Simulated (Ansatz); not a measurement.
Species: 3,3,3-trifluoroprop-1-ene, C3H3F3, net charge 0, singlet state. SMILES: FC(F)(C=C)F
Structure (B3LYP-D3(BJ)/def2-TZVP (Ansatz, a program for electronic structure) minimum search):
```xyz
9

C      2.0913    -0.0935    -0.2724
C      0.9113    -0.6893    -0.2866
C     -0.3683     0.0074     0.0456
F     -0.2004     1.3036     0.3612
F     -0.9862    -0.5842     1.0928
F     -1.2336    -0.0445    -0.9922
H      2.9913    -0.6393    -0.5204
H      2.1956     0.9516    -0.0142
H      0.7883    -1.7342    -0.5425
```
Charge 0, spin multiplicity 1.

Wanted: vertical ionisation energy (to the doublet state of charge +1; each state is the SCF solution reached for its spin), in eV. Cores are frozen in the correlated levels unless marked. UHF or UKS for open shells. Spin-orbit coupling is left out. No relativistic terms. Basis-set limits of correlation are two-point, X^-3; Hartree-Fock from the larger set. [CCSD(T)-MP2]/basis is that difference in the basis named.

```tsv
level	program	vertical ionisation energy (eV)
HF/aug-cc-pVDZ	Ansatz	9.94
HF/aug-cc-pVTZ	Ansatz	9.92
HF/aug-cc-pVQZ	Ansatz	9.92
SVWN5/def2-TZVPD	Ansatz	11.49
```

**Question.** Predict the RI-MP2/CBS(aug-cc-pVTZ,aug-cc-pVQZ)+[CCSD(T)-MP2]/aug-cc-pVTZ result (Ansatz).

**Answer.** 11.61 eV
